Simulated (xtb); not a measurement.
xtb input (GFN1-xTB):

```bash
xtb mol.xyz --gfn 1 --sp --chrg 0 --uhf 0
```
mol.xyz:
```
11

Cl    -1.83818454     1.40944544    -1.20576132
Si    -1.80645985    -0.35121505    -0.15483114
Cl    -3.49400900    -0.46766776     1.01633287
C     -0.31679765    -0.41887040     0.96108456
Si     1.34705007    -0.16047042     0.19092779
Cl     1.44339081    -1.11173200    -1.62127790
Cl     1.72644751     1.82629242    -0.08247153
Cl     2.80521374    -0.93665591     1.40189141
H     -1.84241573    -1.46481695    -1.10956926
H     -0.31633250    -1.40901455     1.42820916
H     -0.43732324     0.31605376     1.76137004
```

End of the output:

```
         :::::::::::::::::::::::::::::::::::::::::::::::::::::
         ::                     SUMMARY                     ::
         :::::::::::::::::::::::::::::::::::::::::::::::::::::
         :: total energy             -29.060653558594 Eh    ::
         :: gradient norm              0.053325906968 Eh/a0 ::
         :: HOMO-LUMO gap              7.158096093202 eV    ::
         ::.................................................::
         :: SCC energy               -29.179121314857 Eh    ::
         :: -> electrostatic           0.006905999605 Eh    ::
         :: repulsion energy           0.127397473863 Eh    ::
         :: dispersion energy         -0.008929717600 Eh    ::
         :: halogen bond corr.         0.000000000000 Eh    ::
         :: add. restraining           0.000000000000 Eh    ::
         :: total charge               0.000000000000 e     ::
         :::::::::::::::::::::::::::::::::::::::::::::::::::::

           -------------------------------------------------
          |                Property Printout                |
           -------------------------------------------------

    * Orbital Energies and Occupations

         #    Occupation            Energy/Eh            Energy/eV
      -------------------------------------------------------------
         1        2.0000           -0.9156083             -24.9150
       ...           ...                  ...                  ...
        13        2.0000           -0.4985675             -13.5667
        14        2.0000           -0.4946567             -13.4603
        15        2.0000           -0.4912631             -13.3679
        16        2.0000           -0.4879599             -13.2781
        17        2.0000           -0.4840076             -13.1705
        18        2.0000           -0.4815246             -13.1030
        19        2.0000           -0.4710301             -12.8174
        20        2.0000           -0.4677835             -12.7290
        21        2.0000           -0.4661927             -12.6857
        22        2.0000           -0.4644281             -12.6377
        23        2.0000           -0.4620433             -12.5728
        24        2.0000           -0.4534582             -12.3392
        25        2.0000           -0.4349578             -11.8358 (HOMO)
        26                         -0.1719026              -4.6777 (LUMO)
Note: The following floating-point exceptions are signalling: IEEE_DENORMAL
normal termination of xtb
        27                         -0.1641610              -4.4670
        28                         -0.1536300              -4.1805
        29                         -0.1455999              -3.9620
        30                         -0.1401854              -3.8146
        31                         -0.1277357              -3.4759
        32                         -0.1062889              -2.8923
        33                         -0.0891248              -2.4252
        34                         -0.0832795              -2.2662
        35                         -0.0666939              -1.8148
        36                         -0.0571876              -1.5562
       ...                                ...                  ...
        73                          1.3741842              37.3935
      -------------------------------------------------------------
                  HL-Gap            0.2630552 Eh            7.1581 eV
             Fermi-level           -0.3034302 Eh           -8.2568 eV

  Mulliken/CM5 charges         n(s)   n(p)   n(d)
     1Cl   -0.11611 -0.07377   1.890  5.235 -0.010
     2Si    0.34851  0.12663   1.146  1.529  0.976
     3Cl   -0.12875 -0.08812   1.891  5.247 -0.009
     4C    -0.21050 -0.23122   1.014  3.196  0.000
     5Si    0.40089  0.21552   1.064  1.400  1.135
     6Cl   -0.12472 -0.08113   1.890  5.246 -0.011
     7Cl   -0.11541 -0.07148   1.889  5.237 -0.011
     8Cl   -0.12723 -0.08453   1.890  5.248 -0.011
     9H    -0.05674  0.02992   1.057  0.000  0.000
    10H     0.06420  0.12836   0.936  0.000  0.000
    11H     0.06585  0.12980   0.934  0.000  0.000

Wiberg/Mayer (AO) data.
largest (>0.10) Wiberg bond orders for each atom

 ---------------------------------------------------------------------------
     #   Z sym  total        # sym  WBO       # sym  WBO       # sym  WBO
 ---------------------------------------------------------------------------
     1  17 Cl   1.438 --     2 Si   1.354
     2  14 Si   4.827 --     1 Cl   1.354     3 Cl   1.336     4 C    1.000
                             9 H    0.922
     3  17 Cl   1.419 --     2 Si   1.336
     4   6 C    3.952 --     2 Si   1.000     5 Si   0.989    10 H    0.892
                            11 H    0.891
     5  14 Si   5.095 --     7 Cl   1.320     8 Cl   1.299     6 Cl   1.292
                             4 C    0.989
     6  17 Cl   1.409 --     5 Si   1.292
     7  17 Cl   1.424 --     5 Si   1.320
     8  17 Cl   1.406 --     5 Si   1.299
     9   1 H    0.993 --     2 Si   0.922
    10   1 H    1.001 --     4 C    0.892
    11   1 H    1.000 --     4 C    0.891
 ---------------------------------------------------------------------------

Topologies differ in total number of bonds
Writing topology from bond orders to xtbtopo.mol

 dipole moment from electron density (au)
     X       Y       Z
  -0.0887  -0.5297   0.5603  total (Debye):    1.973

           -------------------------------------------------
          | TOTAL ENERGY              -29.060653558594 Eh   |
          | GRADIENT NORM               0.053325906968 Eh/α |
          | HOMO-LUMO GAP               7.158096093202 eV   |
           -------------------------------------------------

------------------------------------------------------------------------
------------------------------------------------------------------------
 total:
 SCF:
```
